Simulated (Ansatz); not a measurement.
Isolated molecules relaxed with PBE0-D4/def2-TZVP in Ansatz; ΔE leaves out vibrations. CCSD(T)/CBS is the MP2 limit (def2-TZVPP, def2-QZVPP) plus CCSD(T) − MP2 in def2-TZVPP, frozen cores. def2 core potentials past Kr. For W outer-core shells are correlated without core-valence functions, which leaves a few kJ/mol of doubt a bond. Each species was taken in one conformer, which may not be the lowest.

Consider the redistribution: `C[O][W](=[NH])(=[NH])[O]C` + `O[SiH2]N[SiH2]Cl` → `C[O][W](=[NH])(=[NH])[OH]` + `CO[SiH2]N[SiH2]Cl`.

`C[O][W](=[NH])(=[NH])[O]C`:

```xyz
15

C    -0.324   -2.710   -0.964
O     0.203   -1.415   -0.859
W    -0.373    0.219   -0.122
N    -1.951   -0.035    0.600
N    -0.424    1.432   -1.388
O     0.824    0.810    1.206
C     1.631    1.941    1.397
H     0.450   -3.433   -0.691
H    -1.187   -2.844   -0.304
H    -0.632   -2.901   -1.997
H    -2.929    0.125    0.776
H    -0.838    2.091   -2.027
H     1.715    2.531    0.479
H     1.206    2.569    2.186
H     2.629    1.619    1.707
```

`O[SiH2]N[SiH2]Cl`:

Z-matrix (Å, degrees):
```
Si
N 1 1.727
O 1 1.642 2 113.0
H 1 1.479 2 111.4 3 116.1
H 1 1.485 2 104.7 3 -122.2
Si 2 1.710 1 127.5 3 121.2
H 2 1.012 1 116.1 3 -68.5
H 3 0.958 1 117.8 2 -60.1
Cl 6 2.063 2 113.2 1 88.1
H 6 1.480 2 109.7 1 -153.8
H 6 1.478 2 108.7 1 -30.3
```

`C[O][W](=[NH])(=[NH])[OH]`:

```xyz
12

C     1.184   -1.334   -1.279
O     0.083   -1.066   -0.452
W    -0.594    0.448    0.432
N    -0.777    0.070    2.133
N     0.519    1.774    0.160
O    -2.290    0.961   -0.271
H     1.893   -1.978   -0.750
H     1.692   -0.412   -1.578
H     0.838   -1.858   -2.175
H    -0.610    0.111    3.124
H     1.150    2.512    0.430
H    -3.088    0.771    0.226
```

`CO[SiH2]N[SiH2]Cl`:

```xyz
14

C     0.964    0.662   -1.856
O    -0.314    0.118   -1.615
Si   -0.593   -1.115   -0.579
N    -0.081   -0.778    1.039
Si   -0.644    0.476    2.055
Cl    0.501    2.190    1.911
H     1.667   -0.104   -2.204
H     0.870    1.422   -2.634
H     1.371    1.133   -0.955
H     0.158   -2.336   -0.981
H    -2.058   -1.303   -0.629
H     0.745   -1.271    1.347
H    -2.012    0.832    1.625
H    -0.574    0.073    3.477
```

```
             level  ΔE (kJ/mol)
SCS-MP2/def2-QZVPP          6.4
      HF/CBS(def2)          5.8
```

Task: What does CCSD(T)/CBS give? (Estimate.)

Result: Ansatz gave: +4.8 kJ/mol. The listed levels differ from it by 1.6, 1.0 kJ/mol.

Largest T1 diagnostic among the species: 0.020.

The D4 term adds −3.4 kJ/mol with B3LYP and −2.1 kJ/mol with PBE0; it sums over pairs of atoms, weighted by their polarisabilities, and B3LYP, whose exchange is more repulsive, gets the larger term.

B3LYP here is the variant with VWN-RPA as its local correlation; programs differ in this.
